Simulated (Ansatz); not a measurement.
Basis sets compared for [SmF6]3- (SmF6³⁻). Total charge -3; sextet. Geometry PBE0-D4/def2-SVP. Ansatz on 4 threads of Intel Xeon 6975P-C on a shared host; times are rough, and most runs start from earlier orbitals.

```xyz
7

Sm    0.000    0.000    0.000
F     0.000    0.391   -2.235
F    -0.001   -0.390    2.234
F    -0.492   -2.183   -0.375
F     0.490    2.182    0.376
F    -2.234    0.486    0.086
F     2.236   -0.485   -0.086
```

In the def2 sets Sm takes a core potential; there is no spin–orbit coupling. With an open 4f shell the SCF may have ended on a state above the lowest. A multiply charged anion in the gas phase is held together partly by the finite basis. At PBE-D4/def2-SVP, PBE-D4/def2-TZVP, PBE0-D4/def2-SVP, PBE0-D4/def2-TZVP the highest occupied level of the charge -3 sextet lies above zero (up to 9.15 eV). The electron is either unbound and held by the finite basis, or the level is raised by self-interaction error.

```
           level  functions  energy (Eh)  HOMO (eV)  LUMO (eV)  wall time
 PBE-D4/def2-SVP        161   -1256.0722       9.15       9.92        7 s
PBE0-D4/def2-SVP        161   -1256.0058       5.74      10.85       11 s
```

Question: Estimate the rows for PBE-D4/def2-TZVP (with forces), PBE0-D4/def2-TZVP.

Answer: 
```csv
level,functions,energy (Eh),HOMO (eV),LUMO (eV),wall time
PBE-D4/def2-TZVP (with forces),278,-1256.9253,8.44,9.23,24 s
PBE0-D4/def2-TZVP,278,-1256.8418,4.87,10.50,27 s
```
